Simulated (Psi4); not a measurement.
Pair of molecules, SMILES N with SMILES FCF, pulled apart as rigid monomers along the line of their centres of mass from the B3LYP-D3(BJ)/def2-TZVP minimum (SMILES order as in the coordinates).
Starting geometry (charge 0, multiplicity 1):
```xyz
9

N     -0.009    -0.099    -0.119
H     -1.022    -0.082    -0.172
H      0.319     0.833    -0.349
H      0.321    -0.723    -0.846
F     -1.045    -0.469     3.610
C      0.277    -0.364     3.276
F      0.727     0.855     3.704
H      0.368    -0.413     2.190
H      0.828    -1.139     3.813
```

These are SAPT0/jun-cc-pV(D+d)Z run with Psi4 values and carry that method's errors.

```tsv
N1···H8 (Å)	electrostatics (kcal/mol)	exchange (kcal/mol)	induction (kcal/mol)	dispersion (kcal/mol)	total
2.13	-8.64	9.95	-2.32	-1.79	-2.79
2.36	-5.81	4.74	-1.25	-1.10	-3.42
2.71	-3.56	1.54	-0.52	…	-3.11
3.29	-1.94	0.23	-0.15	-0.20	-2.06
4.22	-0.95	…	-0.03	-0.05	-1.03
```

Task: What belongs in the gaps?

Result: 
- 4.22, exchange (kcal/mol): 0.01
- 2.71, dispersion (kcal/mol): -0.56
